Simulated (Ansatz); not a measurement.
`C[Se][Si](F)(F)F` + `S[CH2][GeH2][Cl]` → `F[Si](F)(F)CS` + `C[Se][GeH2][Cl]`  (redistribution)

Program: Ansatz. Geometries: PBE0-D4/def2-TZVP. ΔE: electronic, gas phase. CCSD(T)/CBS adds triple-zeta CCSD(T) − MP2 to the extrapolated MP2 energy (def2 sets, frozen cores). DFT in def2-TZVPP. For Ge, Se outer-core shells are correlated without core-valence functions, which leaves a few kJ/mol of doubt a bond. Scalar relativity is left out up to krypton. Each species was taken in one conformer, which may not be the lowest.

`C[Se][Si](F)(F)F`:

```xyz
9

C    -1.196   -0.233   -1.028
Se    0.745   -0.510   -1.149
Si    1.181    0.192    0.913
F     0.726    1.683    1.161
F     2.730    0.101    1.177
F     0.441   -0.657    2.018
H    -1.594   -0.540   -1.993
H    -1.415    0.818   -0.857
H    -1.616   -0.855   -0.242
```

`S[CH2][GeH2][Cl]`:

Cartesian coordinates in Å:
```
S -1.219 -1.250 1.131
C 0.325 -0.898 0.265
Ge 0.219 0.714 -0.832
Cl -0.265 2.332 0.521
H -1.370 -0.037 1.689
H 1.166 -0.835 0.956
H 0.500 -1.747 -0.400
H 1.565 1.087 -1.476
H -0.921 0.634 -1.853
```

`F[Si](F)(F)CS`:

Z-matrix (Å, degrees):
```
Si
F 1 1.574
F 1 1.577 2 107.7
F 1 1.574 2 107.8 3 116.0
C 1 1.843 2 112.1 3 -120.2
S 5 1.810 1 112.1 2 -61.4
H 5 1.093 1 107.5 2 176.7
H 5 1.093 1 107.3 2 60.4
H 6 1.342 5 96.7 1 179.1
```

`C[Se][GeH2][Cl]`:

Z-matrix (Å, degrees):
```
C
Se 1 1.957
H 1 1.088 2 109.8
H 1 1.088 2 110.5 3 -122.7
H 1 1.089 2 106.1 3 118.5
Ge 2 2.325 1 96.2 3 60.4
Cl 6 2.165 2 110.0 1 -62.6
H 6 1.532 2 109.0 1 179.4
H 6 1.535 2 111.6 1 53.2
```

```
         level  ΔE (kJ/mol)
        r2SCAN        -15.8
MP2/def2-QZVPP         -9.9
```

Q: What does CCSD(T)/CBS give? (Estimate.)

A: The calculation gave: -11.2 kJ/mol. The listed levels differ from it by -4.6, 1.3 kJ/mol.

Largest T1 diagnostic among the species: 0.011.

In def2-TZVPP, CCSD(T) changes the Hartree–Fock value by +10.1 kJ/mol (the triples alone add +1.5 kJ/mol) and MP2 by +12.6 kJ/mol.

CCSD(T)/CBS has its own doubt, a few kJ/mol and more with outer-core shells, so smaller differences from it don't rank the levels.
